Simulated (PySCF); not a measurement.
A side-by-side comparison of computed properties.

First species: C₅H₈SSi.
SMILES: `[SiH3]Cc1ccsc1`

Second species: BFH₄O₂Si.
SMILES with atom numbers: `[OH:1][B:2]([OH:3])[SiH2:4][F:5]` (hydrogens: H6 on O1; H7 on O3; H8, H9 on Si4)

Levels: CAM-B3LYP/def2-SVPD for dipole moment, HOMO energy, LUMO energy, HOMO–LUMO gap, static isotropic polarisability and electronic spatial extent ⟨r²⟩ about the centre of nuclear charge; TDDFT CAM-B3LYP/def2-SVPD for lowest singlet excitation; TDA CAM-B3LYP/def2-SVPD for lowest triplet excitation (Tamm–Dancoff); ΔSCF CAM-B3LYP/def2-SVPD for vertical ionisation energy; PBE0-D3(BJ)/def2-SVP for rotational constant A and rotational constant C. Geometries: PBE0-D3(BJ)/def2-SVP. Each species is one conformer at its optimised geometry, gas phase, non-relativistic unless stated; the electronic structure was computed with PySCF and density fitting.

Dipoles, sizes and rotational constants follow the conformer. The torsions of the flexible species, by atom-mapped SMILES:
- `[SiH3:1][CH2:2][c:3]1[cH:4][cH:5][s:6][cH:7]1`: Si1–C2–C3–C4 -78°
- `[OH:1][B:2]([OH:3])[SiH2:4][F:5]`: O1–B2–Si4–F5 -61°, H–O1–B2–O3 -2°, H–O3–B2–O1 0°

Values for the first species:

- Dipole moment: 0.77 D
- HOMO energy: -7.87 eV
- LUMO energy: 0.60 eV
- HOMO–LUMO gap: 8.47 eV
- Lowest singlet excitation: 5.55 eV
- Lowest triplet excitation (Tamm–Dancoff): 3.71 eV
- Static isotropic polarisability: 103.2 au
- Vertical ionisation energy: 8.51 eV
- Electronic spatial extent ⟨r²⟩ about the centre of nuclear charge: 1337 bohr²
- Rotational constant A: 4.675 GHz
- Rotational constant C: 0.883 GHz

(1) Estimate the same properties for the second species, and the change in each.

## Answers

(1) 
```tsv
property	first	second	second less first
dipole moment	0.77 D	4.21 D	+3.44 D
HOMO energy	-7.87 eV	-9.87 eV	-2.00 eV
LUMO energy	0.60 eV	0.04 eV	-0.56 eV
HOMO–LUMO gap	8.47 eV	9.91 eV	+1.44 eV
lowest singlet excitation	5.55 eV	6.40 eV	+0.85 eV
lowest triplet excitation (Tamm–Dancoff)	3.71 eV	5.34 eV	+1.63 eV
static isotropic polarisability	103.2 au	49.9 au	-53.3 au
vertical ionisation energy	8.51 eV	10.90 eV	+2.39 eV
electronic spatial extent ⟨r²⟩ about the centre of nuclear charge	1337 bohr²	619 bohr²	-718 bohr²
rotational constant A	4.675 GHz	6.671 GHz	+1.996 GHz
rotational constant C	0.883 GHz	1.915 GHz	+1.032 GHz
```

On the first: The polarisability is 15.29 Å³ as a volume (1 au = 0.148185 Å³), or 1.52 au for each of the 68 electrons.

On the second: The ΔSCF ionisation energy exceeds −ε(HOMO) by 1.03 eV with CAM-B3LYP.
